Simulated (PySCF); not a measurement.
# Rb₂ and its ions

r²SCAN; basis Rb def2-SVPD with ECP28; scalar-relativistic core potentials; PySCF 2.14. Neutral (UKS): singlet (closed shell), Re = 4.375 Å, ωe = 53.5 cm⁻¹, De = 0.31 eV, HOMO -2.42 eV, LUMO -1.45 eV.

Rb₂⁺ (UKS): doublet (σ ↑), Re = 5.023 Å, ωe = 38.6 cm⁻¹, De = 0.70 eV to Rb⁺ + Rb. The energies at the minima are -48.20273 hartree for Rb2 and -48.06681 for Rb₂⁺.

Work out the adiabatic ionisation energy, without and with harmonic zero-point energies (1 hartree = 27.2114 eV, 1 eV = 8065.5 cm⁻¹), and the change of the bond length.

At r²SCAN: 0.13592 hartree = 3.699 eV between the minima; the zero-point term (38.6 − 53.5)/2 cm⁻¹ = -0.001 eV makes it 3.698 eV. Re changes by +64.8 pm against the neutral. Minus the HOMO energy is 2.42 eV, -1.28 eV from the value between the minima; self-interaction puts the Kohn–Sham level too high, less so with exact exchange. The electron leaves a σ orbital, and the longer bond of the ion fits a bonding orbital, or a change in how ionic the bond is.

Rb₂⁻ (UKS): doublet (σ ↑), Re = 4.967 Å, ωe = 33.4 cm⁻¹, De = 0.55 eV to Rb + Rb⁻. The energies at the minima are -48.20273 hartree for Rb2 and -48.22504 for Rb₂⁻.

Work out the adiabatic electron affinity, without and with harmonic zero-point energies (1 hartree = 27.2114 eV, 1 eV = 8065.5 cm⁻¹), and the change of the bond length.

At r²SCAN: 0.02231 hartree = 0.607 eV between the minima; the zero-point term (53.5 − 33.4)/2 cm⁻¹ = +0.001 eV makes it 0.608 eV. Re changes by +59.2 pm against the neutral. The electron enters a σ orbital; the charge polarises the partner, so the anion is bound more strongly.

Closed-shell solutions of metal pairs were not tested for spin polarisation, which can lower them a little. Weak bonds: Rb2. Basis-set superposition, not corrected here, can be much of De in a small basis, most of all at correlated wavefunction levels. Spin–orbit coupling is left out. The highest Kohn–Sham level is positive in this anion. Much of that is self-interaction error, but it also means that the finite basis helps to hold the extra electron. States were picked by a PBE0 search and need not be the measured ground states.
